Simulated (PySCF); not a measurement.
Method: B3LYP-D3(BJ)/def2-TZVP in PySCF. Isolated molecules, 0 K electronic values unless said otherwise. One relaxed conformer stands for a flexible species; it need not be the lowest. B3LYP has the VWN-RPA correlation part, as in Gaussian. Delta-SCF ions had no search for a lower state. Excitations are Tamm–Dancoff values on a coarser integration grid. The basis has no diffuse functions, so Rydberg states are missing or too high.

Reference species (SMILES): `C=C[CH2][GeH3]` (C–C–C–Ge torsion 106°) (neutral, multiplicity 1).

* **LUMO**: -0.14 eV
* **T1 excitation (TDA)**: 4.27 eV
* **brightest of the four lowest singlets (TDA)**: 6.88 eV
* **vertical ionisation energy (Delta-SCF)**: 9.10 eV

After one change: the LUMO falls by 0.55 eV; the T1 excitation (TDA) drops by 0.26 eV; the brightest of the four lowest singlets (TDA) falls by 0.68 eV; the vertical ionisation energy (Delta-SCF) drops by 0.38 eV.

Task: What was changed between the two runs? The new species is one of these.
A) `[C-]#[N+]CC=C`
B) `C=CCC=S` (C–C–C–C torsion -118°, C–C–C–S torsion 126°)
C) `C=CCCO`
D) `C=CC[SeH]` (C–C–C–Se torsion -115°, C–C–Se–H torsion 57°)

Result: D, `C=CC[SeH]` (C–C–C–Se torsion -115°, C–C–Se–H torsion 57°)
